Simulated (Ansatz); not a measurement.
Two isomers of CH6OSSi2: A = `O=C([SiH3])S[SiH3]`, B = `O[Si]1(S)C[SiH2]1`.

Computed with Ansatz on PBE0-D4/def2-TZVP structures; ΔE is electronic, products minus reactants. CCSD(T)/CBS is the MP2 limit (def2-TZVPP, def2-QZVPP) plus CCSD(T) − MP2 in def2-TZVPP, frozen cores. DFT in def2-TZVPP. B3LYP here is the variant with VWN-RPA as its local correlation; programs differ in this. One conformer a species, not always the lowest.

**Question.** Which is lower in electronic energy at CCSD(T)/CBS, and by how much? (Estimate.)

**Answer.** The calculation gave: B, by 30.3 kcal/mol.

**Question.** Give E(B) − E(A) in kcal/mol with CCSD(T)/def2-TZVPP, r2SCAN-D4, MP2/def2-TZVPP, ωB97M-V, B3LYP-D4, CCSD/def2-TZVPP, PBE-D4. (Estimate.)

**Answer.** Computed: CCSD(T)/def2-TZVPP -28.3, r2SCAN-D4 -29.7, MP2/def2-TZVPP -30.7, ωB97M-V -29.8, B3LYP-D4 -24.8, CCSD/def2-TZVPP -29.3, PBE-D4 -27.8. None reverses the order clearly.

Largest T1 diagnostic: 0.017.

In def2-TZVPP, CCSD(T) changes the Hartree–Fock value by −5.6 kcal/mol (the triples alone add +1.0 kcal/mol) and MP2 by −8.0 kcal/mol. From PBE to PBE0 (25 % exact exchange), in def2-TZVPP and without D4, E(B) − E(A) moves by −4.2 kcal/mol.
